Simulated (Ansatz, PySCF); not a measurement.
The pair A = CH3F (SMILES CF) (first 5 atoms), B = CH2F2 (SMILES FCF); geometry from B3LYP-D3(BJ)/def2-TZVP.
(charge 0, multiplicity 1):
```tsv
atom	x (Å)	y (Å)	z (Å)
C	0.0867	-0.7124	-0.2289
F	0.3203	0.5107	0.4034
H	-0.0283	-1.4786	0.5363
H	-0.8229	-0.6250	-0.8232
H	0.9384	-0.9364	-0.8713
F	0.0299	-1.1122	3.0849
C	0.2849	0.2014	3.3672
F	0.3268	0.3425	4.7223
H	-0.5294	0.8065	2.9711
H	1.2568	0.4640	2.9515
```

Cores are frozen in the correlated methods. CBS(a, b) extrapolates the correlation energy as X⁻³ and adds the Hartree–Fock energy of set b. MP2 and its Hartree–Fock in aug-cc-pVTZ are density fitted.

Codes used: Ansatz (Gaussian orbitals); PySCF for the dispersion terms. Each number belongs to the level named beside it.

The monomers are drawn apart, rigid, along the line of their centres of mass. Counterpoise-corrected interaction energies (kcal/mol):

```
level                                                     R = 4.828 Å  R = 6.020 Å
--------------------------------------------------------  -----------  -----------
PBE/def2-TZVPPD                                               -0.9248      -0.3794
PBE-D3(BJ)/def2-TZVPPD                                        -1.1452      -0.4380
wB97M-V/def2-TZVPPD                                           -1.1661      -0.4843
MP2/CBS(aug-cc-pVDZ, aug-cc-pVTZ) + ΔCCSD(T)/aug-cc-pVDZ      -1.1854      -0.4927
```

Task: R is the distance of the centres of mass. Find the local exponent m of E ∝ R⁻ᵐ between the two points.

Result: 
m = ln(E₁/E₂)/ln(R₂/R₁): PBE/def2-TZVPPD 4.0; PBE-D3(BJ)/def2-TZVPPD 4.4; wB97M-V/def2-TZVPPD 4.0; MP2/CBS(aug-cc-pVDZ, aug-cc-pVTZ) + ΔCCSD(T)/aug-cc-pVDZ 4.0. For scale, two fixed dipoles give m = 3, dipole and quadrupole 4, quadrupoles 5, and dispersion or dipole-induced dipole 6 at long range; at these distances several terms mix, and what is left of overlap and damping shifts m, so it need not match one of them.

Ansatz is a quantum-chemistry and plane-wave program.
